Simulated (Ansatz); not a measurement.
`FB([SiH3])C[SiH3]` + `CC(C)F` → `FB(F)C[SiH3]` + `CC(C)[SiH3]`  (formal exchange of groups at a B–Si bond)

Calculated with Ansatz (gas phase, PBE0-D4/def2-TZVP geometries, no zero-point term in ΔE). CCSD(T)/CBS is the MP2 limit (def2-TZVPP, def2-QZVPP) plus CCSD(T) − MP2 in def2-TZVPP, frozen cores. Functionals use def2-TZVPP. Each species was taken in one conformer, which may not be the lowest.

| level | ΔE (kJ/mol) |
| --- | --- |
| ωB97X-V | -217.3 |
| SCS-MP2/def2-QZVPP | -236.6 |

What does CCSD(T)/CBS give? (An estimate is asked.)

Computed: -228.1 kJ/mol. The listed levels differ from it by 10.8, -8.5 kJ/mol.

Largest T1 diagnostic among the species: 0.013.

From PBE to PBE0 (25 % exact exchange), in def2-TZVPP and without D4, ΔE moves by −9.5 kJ/mol.
